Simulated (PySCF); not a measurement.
## r2SCAN on Sr (strontium, neutral)

Configuration: [Kr] 5s2, closed-shell 1S. All numbers are calculated (PySCF 2.14, scalar relativity by spin-free X2C-1e, in x2c-TZVPall).

```
Total energy                        : -3179.22 hartree
One-electron energy                 : -4396.61 hartree
Hartree (Coulomb) energy            : 1323.23 hartree
Exchange-correlation energy         : -105.84 hartree
⟨S²⟩                                : 0.0000
⟨L²⟩                                : 0.000
Sum of ⟨r⟩                          : 31.22 bohr
Sum of ⟨r²⟩                         : 71.11 bohr²
Langevin diamagnetic susceptibility : -56.3 ×10⁻⁶ cm³/mol
Time after the integrals            : 0.79 s of wall time on 1 thread of AMD EPYC 9R45 96-Core Processor (shared host)
```

| shell | electrons | mean orbital energy (eV) | rms radius, mean of both spins (bohr) |
| --- | --- | --- | --- |
| 1s | 2 | -15955.9 | 0.0451 |
| 2s | 2 | -2172.2 | 0.187 |
| 2p | 6 | -1928.4 | 0.166 |
| 3s | 2 | -341.02 | 0.526 |
| 3p | 6 | -261.39 | 0.538 |
| 3d | 10 | -130.25 | 0.550 |
| 4s | 2 | -42.331 | 1.45 |
| 4p | 6 | -23.653 | 1.68 |
| 5s | 2 | -3.573 | 4.71 |

Densities and radii are taken from the X2C orbitals without a picture-change correction, which distorts them close to the nucleus.
